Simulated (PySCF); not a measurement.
# Spinor energies of Er²⁺ (erbium, charge +2)

Start: [Xe] 4f12; 4f5/2 filled at m_j = -5/2, -3/2, -1/2, +1/2, +3/2, +5/2; 4f7/2 filled at m_j = -3/2, -1/2, +1/2, +3/2, +5/2, +7/2. Calculated with PySCF 2.14 in x2c-QZVPPall-2c (16s16p12d6f4g1h, 213 functions): generalised Hartree-Fock with the X2C-1e Hamiltonian and a Gaussian nucleus; one run each with spin-orbit coupling (SO) switched off, then screened by Boettger's factors.

```csv
spinor shell,electrons,"ε, spin-free (eV)","ε, screened SO (eV)",weight of nominal j (screened SO),"rms radius, screened SO (bohr)"
1s1/2,2,-57791.4,-57778.4,1.000,0.0231
2s1/2,2,-9849.1,-9845.0,1.000,0.0935
2p1/2,2,-8709.9,-9359.6,1.000,0.0798
2p3/2,4,-8709.9,-8437.5,1.000,0.0866
3s1/2,2,-2272.1,-2270.8,1.000,0.240
3p1/2,2,-1918.8,-2057.8,1.000,0.231
3p3/2,4,-1918.8,-1859.7,1.000,0.245
3d3/2,4,-1474.2,-1499.8,1.000,0.218
3d5/2,6,-1474.2,-1456.0,1.000,0.222
4s1/2,2,-485.68,-485.31,1.000,0.541
4p1/2,2,-367.03,-399.31,0.998,0.554
4p3/2,4,-367.03,-353.20,0.999,0.585
4d3/2,4,-204.95,-211.61,0.981,0.625
4d5/2,6,-204.95,-200.25,0.987,0.637
5s1/2,2,-76.897,-76.847,1.000,1.36
5p1/2,2,-46.702,-50.994,0.991,1.53
5p3/2,4,-46.702,-44.904,0.995,1.64
4f5/2,6,-27.802,-28.868,0.894,0.891
4f7/2,6,-27.802,-26.627,0.909,0.921
```

```tsv
quantity	spin-free	screened SO
E (hartree)	-13076.16127	-13087.09511
M_J	6	6
⟨J²⟩	42.015	42.016
⟨L²⟩	30.013	30.187
⟨S²⟩	2.003	2.081
```

Each row is a mean over spinors that exchange with the open shell spreads, by up to 13.001 eV (4d5/2).

Rows whose weight is well below 1 are mixtures of j = l ± 1/2: exchange outweighs spin-orbit coupling there, and the label is only the starting occupation.

Breit and QED terms are absent; they matter most for the inner s and p1/2 levels.

Densities and radii are taken from the X2C orbitals without a picture-change correction, which distorts them close to the nucleus.

Without spin-orbit coupling the j labels of p, d and f shells carry no meaning; the spin-free column gives the mean over the occupied spinors of each nl shell.
